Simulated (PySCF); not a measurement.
# Radial density of O²⁺ (oxygen, charge +2)

PBEsol, [He] 2s1 2p3, high-spin 5S determinant (an excited configuration). All numbers are calculated (PySCF 2.14, no relativity, point nucleus, in aug-cc-pwCVDZ (5s4p2d, 27 functions)).

| r (bohr) | 4πr²ρ (e/bohr) | 4πr²(ρα − ρβ) |
| --- | --- | --- |
| 0.00418 | 0.06230 | 0.0018 |
| 0.00704 | 0.1692 | 0.0049 |
| 0.0118 | 0.4419 | 0.0127 |
| 0.0199 | 1.101 | 0.0318 |
| 0.0335 | 2.510 | 0.0726 |
| 0.0563 | 4.959 | 0.1440 |
| 0.0947 | 7.690 | 0.2302 |
| 0.159 | 8.111 | 0.3316 |
| 0.268 | 5.009 | 0.7709 |
| 0.451 | 3.083 | 2.2827 |
| 0.758 | 3.882 | 3.8548 |
| 1.28 | 2.268 | 2.2679 |
| 2.15 | 0.2557 | 0.2557 |
| 3.61 | 0.005593 | 0.0056 |
| 6.07 | 9.430e-05 | 0.0001 |
